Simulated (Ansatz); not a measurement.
Reaction (formal exchange of groups at a Ge–Cl bond): `[Cl][GeH2][I]` + `FCCl` → `[GeH3][I]` + `FC(Cl)Cl`

Computed with Ansatz on PBE0-D4/def2-TZVP structures; ΔE is electronic, products minus reactants. CBS: MP2 limit from def2 TZ/QZ plus the TZ coupled-cluster correction, frozen cores. This one scheme is used for every species. Elements past krypton have def2 core potentials. For Ge, I outer-core shells are correlated without core-valence functions, which leaves a few kJ/mol of doubt a bond. Scalar relativity is left out up to krypton.

| species | HF/CBS(def2) energy (Eh) |
| --- | --- |
| `[Cl][GeH2][I]` | -2832.85444 |
| `FCCl` | -598.05466 |
| `[GeH3][I]` | -2373.85882 |
| `FC(Cl)Cl` | -1056.99121 |

Work out ΔE.

ΔE = (-2373.85882) + (-1056.99121) − (-2832.85444) − (-598.05466) = 0.05907 Eh = +1.61 eV. CCSD(T)/CBS gives +1.42 eV.

Largest T1 diagnostic among the species: 0.011.

Leaving LDA and LC-ωPBE aside and taking each functional with its dispersion term where it has one, the values, not all of them listed here, spread over 0.20 eV, from revPBE-D4 to BHLYP-D4. LDA lies −0.12 eV from PBE without D4. At CCSD(T), def2-SVP lies −0.09 eV from the extrapolated value and def2-TZVPP −0.00 eV.
